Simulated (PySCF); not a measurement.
C₃H₇B.
SMILES: `BC(=C)C`

Level of theory: MP2 and CCSD/aug-cc-pVDZ in PySCF, restricted Hartree–Fock reference, frozen core, non-relativistic, gas phase, PBE0-D3(BJ)/def2-SVP geometry.

E(HF) = -142.34079 Eh.

Q: How large is the problem?

A: 155 basis functions and 30 electrons; 4 orbitals frozen, which leaves o = 11 correlated occupied and v = 140 virtual orbitals. That is o·v = 1540 singles and o·v(o·v + 1)/2 = 1186570 distinct closed-shell doubles amplitudes before symmetry; the costliest CCSD step grows as o²v⁴ = 4.6 × 10^10.

Q: What are the MP2 and CCSD correlation energies?

A: MP2 -0.5134 Eh and CCSD -0.5656 Eh, which gives totals of -142.85415 and -142.90642 Eh. That is 0.700 eV for each correlated electron at CCSD (1485 kJ/mol in all, 0.396 % of the total energy); MP2 gives 90.8 % of the CCSD value.

Q: What is the T1 diagnostic?

A: 0.0101, below the customary warning level of 0.02. It is the norm of the spatial-orbital singles amplitudes over the root of the number of correlated electrons, so the norm is 0.047.

Q: How does correlation change the dipole moment?

A: HF gives 1.00 D and CCSD (unrelaxed density) 1.03 D, a change of +0.03 D.

Connected triples and the basis-set limit are missing.
